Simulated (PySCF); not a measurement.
BH9NPSi2.
Bonds: B1–N2, N2–Si3, N2–Si4, Si4–P5. Hydrogens: H6, H7 on B1; H8, H9, H10 on Si3; H11, H12 on Si4; H13, H14 on P5.

Method: PBE0-D3(BJ)/def2-SVP geometry optimisation, gas phase (PySCF); density fitting, grid level 1; the optimiser is geomeTRIC in internal coordinates, started from a GFN2-xTB structure with every atom displaced at random (about 0.01 Å).

Step 0: E = -27335.9834 eV
```
atom  x, y, z in Å  |  force x, y, z in eV/Å
B1     -1.8452   -1.1796    0.0451   -0.543   1.639   0.242
N2     -0.8677   -0.1923    0.2324    0.646   0.171   0.001
Si3    -1.2552    1.4878    0.6275    0.938  -0.568   0.184
Si4     0.8417   -0.7083    0.0989   -1.079  -0.182   0.188
P5      2.1411    0.9691    0.7078   -0.825   1.069   1.132
H6     -2.9960   -0.8447    0.1218   -0.341  -0.098   0.024
H7     -1.5444   -2.2585   -0.2027    0.467  -1.701  -0.342
H8     -0.4386    2.3403   -0.2796   -0.013   0.220   0.015
H9     -2.6646    1.6889    0.4337   -1.027   0.233  -0.164
H10    -0.8670    1.7090    2.0450   -0.021   0.255   0.085
H11     1.0387   -1.8198    1.0472    0.201  -0.257   0.185
H12     1.0489   -1.1550   -1.2722    0.231  -0.271  -0.629
H13     2.3010    1.4899   -0.5655    0.075   0.388  -0.893
H14     3.2795    0.2192    0.6495    1.289  -0.896  -0.027
```

Step 1: E = -27336.2126 eV
```
atom  x, y, z in Å  |  force x, y, z in eV/Å
B1     -1.8574   -1.1445    0.0214    0.053  -0.340  -0.055
N2     -0.8549   -0.1737    0.2325    0.102   0.025   0.047
Si3    -1.2806    1.4909    0.6663   -0.091   0.195  -0.041
Si4     0.8296   -0.7400    0.1021    0.016  -0.012  -0.050
P5      2.1889    0.9839    0.6843    0.270  -0.079  -0.179
H6     -3.0307   -0.8616    0.0876   -0.035   0.053   0.016
H7     -1.5327   -2.2997   -0.2273   -0.014   0.227   0.019
H8     -0.4961    2.4424   -0.1796    0.002  -0.039  -0.026
H9     -2.7409    1.6984    0.4249    0.103  -0.079  -0.005
H10    -0.9661    1.8038    2.0906    0.008  -0.096   0.025
H11     1.0932   -1.8401    1.0763   -0.053   0.027   0.014
H12     1.0954   -1.2532   -1.2789   -0.064   0.049   0.073
H13     2.3498    1.4799   -0.6555   -0.012  -0.088   0.191
H14     3.3747    0.1596    0.6440   -0.286   0.157  -0.028
```

Question: Estimate the geometry and energy of step 2. (The exact step hangs on the optimiser's Hessian estimate; all steps are aligned on step 1, rigid shifts and turns removed.)

Answer: E = -27336.2240 eV, largest force 0.066 eV/Å
```
atom  x, y, z in Å  |  force x, y, z in eV/Å
B1     -1.8453   -1.1470    0.0194   -0.025  -0.043  -0.044
N2     -0.8531   -0.1661    0.2384    0.035  -0.007   0.018
Si3    -1.2807    1.4976    0.6687   -0.033   0.052   0.008
Si4     0.8265   -0.7311    0.1128    0.008  -0.009  -0.009
P5      2.1968    0.9890    0.6737    0.053  -0.026  -0.013
H6     -3.0203   -0.8633    0.0889   -0.007  -0.008   0.010
H7     -1.5092   -2.2863   -0.2480    0.007   0.060   0.016
H8     -0.4894    2.4461   -0.1734   -0.002  -0.015  -0.003
H9     -2.7355    1.6853    0.4136    0.007  -0.007  -0.006
H10    -0.9754    1.7812    2.1014    0.002  -0.020   0.003
H11     1.0746   -1.8237    1.0976    0.000   0.010   0.018
H12     1.0742   -1.2519   -1.2630    0.001   0.004  -0.003
H13     2.3532    1.4653   -0.6637   -0.006  -0.009   0.012
H14     3.3558    0.1510    0.6225   -0.040   0.020  -0.007
```

The energy changes by -0.0113 eV. The first-order estimate −F·Δx gives -0.0206 eV and the mean of the old and new forces, exact on a quadratic surface, -0.0118 eV. The step makes an angle of 69° with the force vector and moves no atom by more than 0.034 Å.

What follows is the cost of the whole optimisation. On one thread of an Arm Neoverse V1, shared host with 64 logical CPUs at a one-minute load of 38, this took 2.1 min and 0.54 GiB of memory at its peak.
